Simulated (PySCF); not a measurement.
Compound: C4H2Cl2F4.
InChI=1S/C4H2Cl2F4/c1-2(3(5,6)7)4(8,9)10/h1H2

Level of theory: TDDFT CAM-B3LYP/def2-SVPD, vertical, gas phase, core orbitals frozen in the response in PySCF 2.14.0, density-fitted response routines. One conformer (not necessarily the lowest) at the GFN2-xTB geometry, without solvent, vibrations or thermal averaging. Torsions of this conformer, `[CH2:1]=[C:2]([C:3]([F:4])([F:5])[F:6])[C:7]([F:8])([Cl:9])[Cl:10]`: C1–C2–C3–F4 -108°, C1–C2–C7–F8 154°.

```csv
state,λ (nm),E (eV),f,"main configurations (H = HOMO, L = LUMO)"
S1,195.3,6.35,0.060,H→L (73%)
S2,187.7,6.61,0.033,H-1→L (76%)
S3,182.1,6.81,0.020,"H→L+1 (41%), H-2→L (20%), H-1→L+1 (15%)"
S4,174.4,7.11,0.015,"H-1→L+1 (49%), H-3→L+1 (11%), H-4→L (10%)"
S5,171.2,7.24,0.0094,"H-2→L (56%), H→L+1 (27%)"
S6,166.9,7.43,0.101,"H-3→L (65%), H-2→L+1 (10%), H-2→L (9%)"
S7,162.7,7.62,0.0043,"H-2→L+1 (48%), H-4→L (12%), H-3→L (11%)"
S8,159.8,7.76,0.049,"H-4→L (56%), H-2→L+1 (12%), H-1→L+1 (8%)"
```

Triplets, Tamm–Dancoff:

| state | E (eV) | λ (nm) | main configurations (H = HOMO, L = LUMO) |
| --- | --- | --- | --- |
| T1 | 4.11 | 301.8 | H→L (71%), H-3→L (12%) |
| T2 | 5.94 | 208.8 | H-1→L (23%), H-1→L+1 (21%), H→L+1 (18%) |
| T3 | 6.12 | 202.7 | H-1→L (23%), H→L+1 (15%), H-3→L (11%) |

The lowest singlet comes at 195 nm (613 kJ/mol) in the vacuum ultraviolet; it is of moderate strength; its leading configuration is HOMO→LUMO (73%). The strongest level in the table is S6 at 7.43 eV (167 nm, f = 0.101). Löwdin shares by element: HOMO chlorine 46%, carbon 46% or more; LUMO carbon 65% or more, chlorine 13% or more (atoms not listed hold the other 22%). The listed states span 1.41 eV, and the widest gap between neighbours is 0.30 eV (S3 to S4). Of the 8 states listed, 6 reach f = 0.01 and none stays under 0.0005. Orbital energies (eV): HOMO-3 -11.47, HOMO-2 -11.38, HOMO-1 -10.76, HOMO -10.34, LUMO -0.85, LUMO+1 0.28, LUMO+2 1.16. Only the lowest 8 singlets were computed, as vertical energies without vibronic structure.
